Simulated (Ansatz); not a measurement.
Program: Ansatz. Geometries: PBE0-D4/def2-TZVP. ΔE: electronic, gas phase. CBS: MP2 limit from def2 TZ/QZ plus the TZ coupled-cluster correction, frozen cores. This one scheme is used for every species. Functionals use def2-TZVPP. Triplets are unrestricted, without spin–orbit coupling. Each species was taken in one conformer, which may not be the lowest.

`CN(C)[SiH2]O` → `[CH2]` (triplet) + `CN[SiH2]O`  (formal loss of a carbene)

`CN(C)[SiH2]O`:

```xyz
14

C    -0.804    0.953    0.989
N    -0.196    0.259   -0.120
C     0.676    1.086   -0.915
Si   -0.267   -1.441   -0.260
O     0.677   -2.325    0.768
H    -0.059    1.317    1.710
H    -1.379    1.820    0.639
H    -1.490    0.292    1.524
H     1.075    0.519   -1.759
H     1.525    1.476   -0.334
H     0.133    1.950   -1.320
H     0.117   -1.736   -1.666
H    -1.633   -1.886    0.097
H     1.627   -2.282    0.648
```

`[CH2]` (triplet):

Cartesian coordinates in Å:
```
C 0.064 -0.010 0.268
H -0.041 1.000 -0.096
H -0.023 -0.991 -0.172
```

`CN[SiH2]O`:

```xyz
11

C     1.462    0.346    0.467
N     0.036    0.535    0.614
Si   -1.170   -0.459   -0.067
O    -1.605   -0.186   -1.636
H     1.904    0.964   -0.325
H     1.665   -0.699    0.220
H     1.992    0.564    1.399
H    -0.220    1.460    0.923
H    -2.423   -0.220    0.683
H    -0.647   -1.848    0.046
H    -0.994   -0.456   -2.323
```

(1) Is it downhill or uphill in electronic energy at CCSD(T)/CBS, and by how much? (Best estimate.)

(2) What do these levels give: r2SCAN-D4, B97M-V, r2SCAN, r2SCANh, r2SCAN0, CCSD/CBS(def2)? (Estimate.)

(3) What do rigid-rotor, harmonic-oscillator terms from PBE0-D4/def2-TZVP frequencies (298.15 K, 1 bar) make of the CCSD(T)/CBS value? (Best estimate.)

Largest T1 diagnostic among the species: 0.011.

Results:

(1) Ansatz gave: Uphill: ΔE = +408.7 kJ/mol.

(2) The calculation gave: r2SCAN-D4 386.9, B97M-V 409.7, r2SCAN 384.6, r2SCANh 382.5, r2SCAN0 379.7, CCSD/CBS(def2) 396.6 kJ/mol.

(3) Ansatz gave: ΔZPE = -28.4 kJ/mol, ΔH = +387.1 kJ/mol, ΔS = 168 J/(mol·K), ΔG = +337.1 kJ/mol. Open shells count their whole term as degenerate.

At CCSD(T), def2-SVP lies −8.3 kJ/mol from the extrapolated value and def2-TZVPP −9.2 kJ/mol. From r2SCAN to r2SCAN0 (25 % exact exchange), in def2-TZVPP and without D4, ΔE moves by −4.9 kJ/mol. The D4 term adds +13.2 kJ/mol with B3LYP and +7.2 kJ/mol with PBE0; it sums over pairs of atoms, weighted by their polarisabilities, and B3LYP, whose exchange is more repulsive, gets the larger term.

B3LYP here is the variant with VWN-RPA as its local correlation; programs differ in this.
